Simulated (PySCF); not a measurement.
# Trend along the fifth-period p block: MH cations

PBE0 with double-zeta basis sets in PySCF, for the lowest determinant that a PBE0 search found; no spin–orbit coupling. De refers to high-spin ground-configuration atoms (the charge goes to the atom of lower measured ionisation energy or higher electron affinity, which is not always the lowest computed limit). A positive dipole points towards H; it is taken about the centre of mass and depends on that origin.

```json
{"M": "In", "basis": "x2c-SVPall", "charged atom": "In+", "state (unpaired electrons)": "doublet (σ ↑)", "Re (Å)": "1.855", "ωe (cm⁻¹)": "1074", "De (eV)": "0.31", "μ (D)": "0.23"}
{"M": "Sn", "basis": "x2c-SVPall", "charged atom": "Sn+", "state (unpaired electrons)": "singlet (closed shell)", "Re (Å)": "1.766", "ωe (cm⁻¹)": "1846", "De (eV)": "2.70", "μ (D)": "0.09"}
{"M": "Sb", "basis": "def2-SVPD", "charged atom": "Sb+", "state (unpaired electrons)": "doublet (π ↑)", "Re (Å)": "1.722", "ωe (cm⁻¹)": "1984", "De (eV)": "2.67", "μ (D)": "0.41"}
{"M": "Te", "basis": "def2-SVP", "charged atom": "Te+", "state (unpaired electrons)": "triplet (π ↑↑)", "Re (Å)": "1.677", "ωe (cm⁻¹)": "2127", "De (eV)": "2.74", "μ (D)": "0.83"}
{"M": "I", "basis": "x2c-SVPall", "charged atom": "I+", "state (unpaired electrons)": "doublet (π ↑)", "Re (Å)": "1.637", "ωe (cm⁻¹)": "2243", "De (eV)": "3.32", "μ (D)": "1.27"}
```

Question: By what factor does the bond length vary along the series?

Answer: At PBE0 it runs from 1.637 Å (HI⁺) to 1.855 Å (InH⁺), a factor of 1.13.

The rows differ in basis set, which adds steps of its own.

The state changes along the series, so neighbouring rows are not always alike in their bonding.

Weak bonds: InH⁺. Basis-set superposition, not corrected here, can be much of De in a small basis, most of all at correlated wavefunction levels. Spin–orbit coupling is left out, which matters for elements this heavy, above all for dissociation energies. For an ion De counts to the pair picked by the measured ionisation energies or electron affinities, which need not be the lowest pair at this level. States were picked by a PBE0 search and need not be the measured ground states.
